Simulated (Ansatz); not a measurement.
`C[CH](C)[Ge][NH2]`, charge 0, multiplicity 1.

Q: Give a relaxed structure at PBE0-D4/def2-TZVP (the Gaussian-basis code of Ansatz). (Estimate.)

A: Computed: 
Cartesian coordinates in Å:
```
C -0.4979 -0.1682 -1.3961
C -0.0339 0.7990 -0.3162
C -0.9408 0.7618 0.9073
Ge 1.9014 0.5087 0.2042
N 1.7129 -1.2078 0.7745
H -1.5233 0.0548 -1.7147
H 0.1345 -0.1291 -2.2882
H -0.4917 -1.2037 -1.0421
H -0.0555 1.8144 -0.7297
H -0.9544 -0.2309 1.3678
H -0.6267 1.4709 1.6797
H -1.9758 1.0092 0.6424
H 0.8594 -1.7466 0.7736
H 2.4918 -1.7325 1.1377
```
This is one stationary point; other conformers may exist.
